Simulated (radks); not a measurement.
The numbers below are computed, except where a source is named.
Bi39+, configuration [Kr] 4d8. Code: a radial shooting solver on a logarithmic mesh with Libxc functionals. Model: Dirac Kohn-Sham, LDA (Slater exchange, Perdew-Wang correlation), spin-unpolarised, spherical densities, point nucleus; open shells fill j = l - 1/2 first. Some entries of the table are withheld. Estimate them.

| orbital | occ. | eigenvalue (eV) | <r^2> (bohr^2) | <1/r> (bohr^-1) |
|---|---|---|---|---|
| 1s1/2 | 2 | -92126.21 | 0.0003464 | 103.3 |
| 2s1/2 | 2 | -17918.72 | 0.005191 | 25.59 |
| 2p1/2 | 2 | -17283.22 | 0.003646 | 25.53 |
| 2p3/2 | 4 | -14966.36 | 0.004826 | 20.24 |
| 3s1/2 | 2 | -5578.566 | 0.03318 | 9.445 |
| 3p1/2 | 2 | -5295.227 | (1) | 9.349 |
| 3p3/2 | 4 | -4768.245 | (2) | 7.972 |
| 3d3/2 | 4 | -4308.212 | 0.02741 | 7.857 |
| 3d5/2 | 6 | -4196.309 | 0.02902 | 7.554 |
| 4s1/2 | 2 | -2389.332 | 0.1391 | 4.362 |
| 4p1/2 | 2 | -2265.515 | 0.1375 | (3) |
| 4p3/2 | 4 | -2105.901 | 0.1580 | (4) |
| 4d3/2 | 4 | -1908.138 | 0.1511 | 3.683 |
| 4d5/2 | 4 | -1875.114 | 0.1569 | 3.580 |

Answer. 
(1) 3p1/2 <r^2> (bohr^2): 0.03008
(2) 3p3/2 <r^2> (bohr^2): 0.03610
(3) 4p1/2 <1/r> (bohr^-1): 4.279
(4) 4p3/2 <1/r> (bohr^-1): 3.810
